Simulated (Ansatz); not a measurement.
## Match the barriers

Saddle point of BH2Cl3, closed shell (BCl₃ ([Cl][B]([Cl])[Cl]) + H₂ → BHCl₂ ([Cl][BH][Cl]) + HCl; bonds formed: B1–H6, Cl2–H5; bonds broken: B1–Cl2, H5–H6), PBE0-D4/def2-TZVP structure:

B1  (-0.263, 0.236, -0.095)
Cl2  (1.747, -0.370, -0.198)
Cl3  (-1.020, 0.035, -1.670)
Cl4  (-0.378, 1.745, 0.801)
H5  (0.480, -0.889, 0.491)
H6  (-0.567, -0.757, 0.671)
(Å)

Computed with Ansatz 0.2.0 (basis: def2-TZVPP, with def2-QZVPP for the basis limit); correlated methods freeze the cores. Extrapolation: Hartree–Fock as exp(−7.88 √X), correlation as X^−2.97. Four methods, as single points on the PBE0-D4 structures, gave these electronic barriers from the start structure: 94.5, 143.4, 163.6, 220.6 kJ/mol.

Q: The methods were, in alphabetical order, HF, MP2, r2SCAN-D4, SPW92. Which gave which? (A judgement: the text doesn't fix the answer.)

A: By the calculation: SPW92 94.5; r2SCAN-D4 143.4; MP2 163.6; HF 220.6 kJ/mol. For comparison, CCSD(T) at an estimated basis limit (MP2 extrapolated from triple and quadruple zeta, plus CCSD(T) − MP2 in triple zeta) gives 163.6 kJ/mol.

The T1 diagnostic stays at or below 0.012. The start structure is not quite a true minimum (one mode of 42i cm⁻¹). The end structure is not quite a true minimum (one mode of 60i cm⁻¹).

Labels in which every atom is bracketed show which atoms are joined, not bond orders.

For scale, one of the runs: CCSD(T)/def2-TZVPP, 185 basis functions, launched by `ansatz run in.yaml --threads 2 --pin off --events-out ev --progress --plain --max-ram 4352MiB`. Time: 84 s of wall clock on 2 CPU threads of an Arm Neoverse N1; the host was shared. Peak host memory: 1.7 GiB.
